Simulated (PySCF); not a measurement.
Al(F)2(Et) (C2H5AlF2), SMILES C[CH2][Al]([F])[F].

The structure is a stationary point at B3LYP-D3(BJ)/def2-SVP. The structure was generated by enumeration; whether it is a known compound was not checked. One conformer was computed; it need not be the lowest.

Two levels are set side by side: TDA-PBE/def2-SVPD (PySCF) and TDA-B3LYP/def2-SVPD (PySCF). Vertical, same geometry. The lowest singlet is HOMO→LUMO 95 % with PBE and HOMO→LUMO 97 % with the other functional; states are paired by order. Differences are taken from unrounded values.

```json
[
 {"quantity": "lowest singlet excitation (eV)", "TDA-PBE": "6.13"},
 {"quantity": "lowest triplet excitation (TDA) (eV)", "TDA-PBE": "5.45"},
 {"quantity": "first bright state (f over 0.05) (eV)", "TDA-PBE": "6.13"},
 {"quantity": "its oscillator strength", "TDA-PBE": "0.12"}
]
```

Question: These are the TDA-PBE values. What does TDA-B3LYP give? (An estimate is asked for; the answer gives what the named calculation found.)

Answer: 
| quantity | TDA-B3LYP | TDA-PBE minus TDA-B3LYP |
|---|---|---|
| lowest singlet excitation (eV) | 6.59 | -0.45 |
| lowest triplet excitation (TDA) (eV) | 5.85 | -0.40 |
| first bright state (f over 0.05) (eV) | 6.59 | -0.45 |
| its oscillator strength | 0.13 | -0.01 |

Functionals without exact exchange tend to place singlet excitations lower, as here. Differences between two approximate levels are no errors against the true value.

Rough cost on one machine, each run with all the roots and properties that it gave: TDA-B3LYP against TDA-PBE about 2 times.
